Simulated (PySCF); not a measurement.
Numbering as in the mapped SMILES `[SiH3:1][C:2]#[C:3][SiH2:4][O:5][SiH3:6]` (H(Xn): hydrogen on atom n).

GIAO PBE0/pcSseg-1 shifts (PySCF 2.14, gas phase, non-relativistic, equivalent atoms averaged), each against references optimised in the same way as the molecule (TMS, H2O).

On the GFN2-xTB geometry: Si6 -44.0, Si4 -57.0, Si1 -99.3, C3 119.8, C2 111.7, O5 8.7, H(Si6) 5.18, H(Si4) 5.17, H(Si1) 4.27 ppm.

Task: What changes on the PBE0-D3(BJ)/def2-SVP geometry?

Result: 
```json
{"atoms": "Si6", "δ (ppm)": "-36.9", "change": "+7.1"}
{"atoms": "Si4", "δ (ppm)": "-52.2", "change": "+4.8"}
{"atoms": "Si1", "δ (ppm)": "-95.9", "change": "+3.4"}
{"atoms": "C3", "δ (ppm)": "119.6", "change": "-0.2"}
{"atoms": "C2", "δ (ppm)": "113.3", "change": "+1.6"}
{"atoms": "O5", "δ (ppm)": "7.4", "change": "-1.3"}
{"atoms": "H(Si6)", "δ (ppm)": "5.05", "change": "-0.13"}
{"atoms": "H(Si4)", "δ (ppm)": "4.98", "change": "-0.19"}
{"atoms": "H(Si1)", "δ (ppm)": "4.21", "change": "-0.06"}
```

Bonds between heavy atoms that differ most (equivalent bonds averaged): O5–Si6 1.616 → 1.661 Å, Si4–O5 1.623 → 1.651 Å, C3–Si4 1.853 → 1.838 Å, C2–C3 1.211 → 1.225 Å, Si1–C2 1.849 → 1.837 Å. Mean change of bonds to hydrogen: Si–H +0.027 Å. The two structures also differ in conformation, which adds to the changes.
